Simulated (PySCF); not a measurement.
**Orbital energies, ionisation energy and electron affinity**

Compound: cyclo-(AsH)5.
Z-matrix (Å and degrees, PBE0-D3(BJ)/def2-SVP geometry), rows numbered from 1:
```
As
As  1  2.4251
As  2  2.4524  1  102.85
As  3  2.4434  2  106.01  1    30.62
As  4  2.4291  3  106.33  2    -9.93
H   1  1.5252  2   94.63  3    55.67
H   2  1.5260  1   91.14  3    97.52
H   3  1.5261  2   91.82  1   124.31
H   4  1.5261  3   92.05  2  -101.43
H   5  1.5251  1   92.20  2   -61.01
```

Level: CAM-B3LYP/def2-SVPD (PySCF). Frontier orbitals with their largest atomic shares (Löwdin; up to four atoms above 4 %):

```json
{"orbital": "HOMO−3", "ε (eV)": "-9.38", "main atoms": "As2 23 %, As3 22 %, As1 17 %, As5 16 %"}
{"orbital": "HOMO−2", "ε (eV)": "-8.94", "main atoms": "As3 24 %, As1 23 %, As4 14 %, As2 14 %"}
{"orbital": "HOMO−1", "ε (eV)": "-7.79", "main atoms": "As5 36 %, As2 28 %, As3 17 %, As4 7 %"}
{"orbital": "HOMO", "ε (eV)": "-7.74", "main atoms": "?"}
{"orbital": "LUMO", "ε (eV)": "-0.46", "main atoms": "As2 24 %, As4 19 %, As3 18 %, As5 17 %"}
{"orbital": "LUMO+1", "ε (eV)": "-0.23", "main atoms": "As4 21 %, As1 21 %, As3 21 %, As5 19 %"}
{"orbital": "LUMO+2", "ε (eV)": "-0.03", "main atoms": "As1 28 %, As2 27 %, As5 16 %, As3 12 %"}
```

Question: What vertical ionisation energy does ΔSCF give, and how far is −ε(HOMO) from it?

Answer: ΔSCF: 8.36 eV (807 kJ/mol; threshold wavelength 148 nm); ⟨S²⟩ of the doublet left behind is 0.771, against 0.75 for a pure doublet. −ε(HOMO) is 7.74 eV, 0.62 eV below it. In exact Kohn–Sham theory the two would be equal; CAM-B3LYP (range-separated hybrid) falls short of its own ΔSCF value by 7 %. Holes in the HOMO−1 and HOMO−2 were tried too where these lie within 1.2 eV of the HOMO; the lowest converged state counts.

Question: On which atoms does the HOMO lie?

Answer: As4 (arsenic bonded to 2 As and H) 33 %, As1 (arsenic bonded to 2 As and H) 27 %, As3 (arsenic bonded to 2 As and H) 20 %, As2 (arsenic bonded to 2 As and H) 10 %, so no atom holds as much as 40 %. The HOMO−1 lies 0.05 eV lower.

Question: And the vertical electron affinity, the fundamental gap, Mulliken's electronegativity and the hardness (with the factor ½)?

Answer: EA = -0.12 eV by ΔSCF (−ε(LUMO) = 0.46 eV); a negative value means that the added electron isn't bound at this geometry and level, and the number then depends on the basis. IE − EA = 8.48 eV against an orbital gap of 7.28 eV; (IE + EA)/2 = 4.12 eV; (IE − EA)/2 = 4.24 eV. Parr's electrophilicity index (IE + EA)²/[8(IE − EA)] is 1.00 eV.

Question: With α = 162.8 au, estimate the like-pair dispersion coefficient by London's formula C6 = (3/4)α²I.

Answer: I = 0.3072 Eh, so C6 ≈ 6110 au, a rough estimate.

Question: What kinetic energy would electrons from this vertical process carry with Lyman-α light (10.199 eV)?

Answer: 10.20 − 8.36 = 1.84 eV.

Question: What total energies stand behind the ΔSCF value?

Answer: E(N) = -11181.67644 Eh and E(N − 1) = -11181.36924 Eh at the same geometry, 0.30720 Eh apart. With one more electron, E(N + 1) = -11181.67191 Eh.

One conformer (not necessarily the lowest) at the PBE0-D3(BJ)/def2-SVP geometry, without solvent, vibrations or thermal averaging. The calculation is non-relativistic, for arsenic too.
